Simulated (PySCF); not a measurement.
## Electronic absorption of C2H8GeSi

C2H8GeSi.
Bonds: C1–C2 (double), C2–Ge3, Ge3–Si4. Hydrogens: H5, H6 on C1; H7 on C2; H8, H9 on Ge3; H10, H11, H12 on Si4.

Level of theory: PySCF 2.14.0, density-fitted response routines, TDDFT B3LYP/def2-SVPD, vertical, gas phase, core orbitals frozen in the response. One conformer (not necessarily the lowest) at the PBE0-D3(BJ)/def2-SVP geometry, without solvent, vibrations or thermal averaging. Relativistic effects, spin–orbit coupling among them, are left out although an element past zinc is present. Torsions of this conformer, `[CH2:1]=[CH:2][GeH2:3][SiH3:4]`: C1–C2–Ge3–Si4 -1°.

```csv
state,E (eV),λ (nm),f,"main configurations (H = HOMO, L = LUMO)"
S1,6.22,199.4,0.0005,H-1→L (91%)
S2,6.78,183.0,0.0028,"H→L+1 (56%), H-2→L (22%), H→L+3 (10%)"
S3,6.88,180.2,0.0006,"H-2→L (63%), H→L+1 (27%)"
S4,6.96,178.0,0.164,"H→L (62%), H-1→L+1 (28%)"
S5,7.07,175.3,0.0089,"H→L+2 (45%), H→L+3 (35%), H→L+1 (17%)"
S6,7.14,173.7,0.134,"H-1→L+1 (41%), H-1→L+2 (37%), H→L (14%)"
S7,7.18,172.7,0.0038,"H→L+3 (52%), H→L+2 (43%)"
S8,7.25,171.1,0.041,"H-1→L+3 (84%), H-1→L+2 (8%)"
S9,7.37,168.3,0.0075,H→L+4 (91%)
S10,7.39,167.9,0.039,H-1→L+4 (81%)
```

Triplets, Tamm–Dancoff:

| state | E (eV) | λ (nm) | main configurations (H = HOMO, L = LUMO) |
| --- | --- | --- | --- |
| T1 | 4.34 | 285.9 | H→L (93%) |
| T2 | 5.90 | 210.0 | H-1→L (66%), H-2→L (32%) |
| T3 | 6.39 | 194.1 | H-1→L+1 (75%), H-1→L+3 (18%) |
| T4 | 6.41 | 193.3 | H-2→L (46%), H-1→L+4 (24%), H-1→L (21%) |

The lowest singlet lies at 6.22 eV (199 nm, vacuum ultraviolet) and is dark (f under 0.0005); its leading configuration is HOMO-1→LUMO (91%). The most intense listed level is S4 at 6.96 eV (178 nm, f = 0.164), 0.75 eV above S1. Löwdin shares by element: HOMO carbon 73%, germanium 9%, hydrogen 4% or more; LUMO carbon 70%, germanium 9%, hydrogen 5% or more (atoms not listed hold the other 16%). Of the 10 states listed, 4 reach f = 0.01 and 1 stays under 0.0005. The oscillator strengths of these states sum to 0.402; summed over the whole spectrum of an exact calculation they would give the number of electrons, 66 (Thomas–Reiche–Kuhn). The listed states span 1.17 eV, and the widest gap between neighbours is 0.56 eV (S1 to S2). All these states lie below the vertical ionisation energy of 9.95 eV (ΔSCF). Singlets were solved by full linear response, triplets in the Tamm–Dancoff approximation.
